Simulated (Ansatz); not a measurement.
Species: LaF2, charge 0, multiplicity 2. The spin state was set by rule; other spins were not relaxed. 
Geometry from a B3LYP-D3(BJ)/def2-TZVP (Ansatz, a quantum-chemistry and plane-wave program) optimisation:
```
La
F 1 2.1292
F 1 2.1292 2 111.65
```
Charge 0, spin multiplicity 2.

Total electronic energies in hartree. Cores are frozen in the correlated levels unless marked. UHF or UKS for open shells. Spin-orbit coupling is left out. Frozen are the shells of the preceding noble gas and the d and f shells that filled before the atom's block. In def2 rows, elements after Kr have scalar-relativistic effective core potentials. Basis-set limits of correlation are two-point, X^-3; Hartree-Fock from the larger set.

```
level                                      program  energy (Eh)
----------------------------------  --------------  -----------
HF/def2-TZVPP                               Ansatz   -230.26589
RI-HF/def2-QZVPP                            Ansatz   -230.27918
revPBE-D3(BJ)/def2-TZVPD            Ansatz + dftd3            ?
r2SCAN/def2-TZVPD                           Ansatz   -231.42765
B3LYP-D3(BJ)/def2-TZVPD             Ansatz + dftd3            ?
PBE0/def2-SVP                               Ansatz   -231.04827
r2SCANh/def2-TZVPD                          Ansatz   -231.40238
HSE06/def2-TZVPD                            Ansatz   -231.28793
CAM-B3LYP-D3(BJ)/def2-TZVPD         Ansatz + dftd3   -231.41765
CAM-B3LYP-D4/def2-TZVPD             Ansatz + dftd4   -231.41798
LC-wPBE-D4/def2-TZVPD               Ansatz + dftd4            ?
MP2/CBS(def2-TZVPP,def2-QZVPP)              Ansatz    -230.9342
SCS-MP2/def2-SVPD                           Ansatz   -230.45551
CCSD(T)/def2-TZVPP                          Ansatz   -230.84020
CCSD(T)/CBS(def2-TZVPP,def2-QZVPP)          Ansatz    -230.9424
```

Task: What belongs in the gaps?

Result: 
- revPBE-D3(BJ)/def2-TZVPD, energy (Eh): -231.47363
- B3LYP-D3(BJ)/def2-TZVPD, energy (Eh): -231.51178
- LC-wPBE-D4/def2-TZVPD, energy (Eh): -231.40682
